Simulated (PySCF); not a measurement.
## Diatomics of In with group 15

r²SCAN with triple-zeta basis sets in PySCF, for the lowest determinant that a PBE0 search found; no spin–orbit coupling. De refers to high-spin ground-configuration atoms. A positive dipole means M(−)In(+).

```csv
M,basis,state (unpaired electrons),Re (Å),ωe (cm⁻¹),De (eV),μ (D)
N,x2c-TZVPPall,triplet (π ↑↑),2.218,441,1.85,2.33
P,def2-TZVPP,triplet (π ↑↑),2.645,254,1.98,2.04
As,def2-TZVPPD,triplet (π ↑↑),2.740,179,1.94,1.92
Sb,def2-TZVPPD,triplet (π ↑↑),2.940,144,1.74,1.82
```

The shortest bond is that of InN (2.218 Å), the longest that of InSb (2.940 Å).

The rows differ in basis set, which adds steps of its own.

Relativity is treated differently too: N spin-free X2C; P scalar-relativistic core potentials; As scalar-relativistic core potentials; Sb scalar-relativistic core potentials.

Down a group bonds as a rule get longer and wavenumbers fall, partly through the reduced mass; this series shows no clear exception.

These are scalar-relativistic numbers at best; spin–orbit coupling would shift them, the dissociation energy most. States were picked by a PBE0 search and need not be the measured ground states.
